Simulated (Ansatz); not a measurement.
## Which method gave which barrier?

Saddle point of AlAsN$_{2}$H$_{8}$, singlet (AlN₂H₅ ([NH2][AlH][NH2]) + AsH₃ → AlAsN₂H₆ ([NH2][Al]([NH2])[AsH2]) + H₂; bonds formed: Al1–As6, H2–H5; bonds broken: Al1–H2, H5–As6), PBE0-D4/def2-TZVP structure:

| atom | x (Å) | y (Å) | z (Å) |
| --- | --- | --- | --- |
| Al1 | -0.4084 | 0.3587 | 0.1571 |
| H2 | -0.6877 | 0.3848 | -1.5226 |
| N3 | 0.4880 | 1.6880 | 0.9046 |
| N4 | -1.7739 | -0.4992 | 0.8807 |
| H5 | 0.2203 | -0.2924 | -1.3286 |
| As6 | 1.5879 | -1.2694 | -0.4922 |
| H7 | 0.0533 | 2.5228 | 1.2608 |
| H8 | 1.4883 | 1.7902 | 0.9016 |
| H9 | -2.5233 | -0.9263 | 0.3637 |
| H10 | -1.8298 | -0.7457 | 1.8549 |
| H11 | 2.3905 | -0.6485 | -1.6212 |
| H12 | 0.9949 | -2.3631 | -1.3588 |

Program: Ansatz 0.2.0. Basis: def2-TZVPP, with def2-QZVPP for the basis limit. Cores are frozen in the correlated methods. Filled d shells of the heavier atoms are correlated. The def2 sets are not built for correlating such inner shells, so the correlated values are less sure here. Extrapolation: Hartree–Fock as exp(−7.88 √X), correlation as X^−2.97. Four methods, as single points on the PBE0-D4 structures, gave these electronic barriers from the start structure: 13.78, 22.61, 29.08, 43.45 kcal/mol.

Question: The methods were, in alphabetical order, CCSD(T), HF, PBE0-D4, SPW92. Which gave which? (Judge from chemistry; the calculation decides.)

Answer: By the calculation: SPW92 13.78; PBE0-D4 22.61; CCSD(T) 29.08; HF 43.45 kcal/mol. For comparison, CCSD(T) at an estimated basis limit (MP2 extrapolated from triple and quadruple zeta, plus CCSD(T) − MP2 in triple zeta) gives 27.61 kcal/mol.

The T1 diagnostic stays at or below 0.012.

Labels in which every atom is bracketed show which atoms are joined, not bond orders.

For scale, one of the runs: CCSD(T)/def2-TZVPP, 264 basis functions, launched by `ansatz run in.yaml --threads 8 --pin off --events-out ev --progress --plain --max-ram 19148MiB`. The run took 2.6 min on 8 CPU threads of an Intel Xeon (shared host), with 6.4 GiB of host memory at its peak.
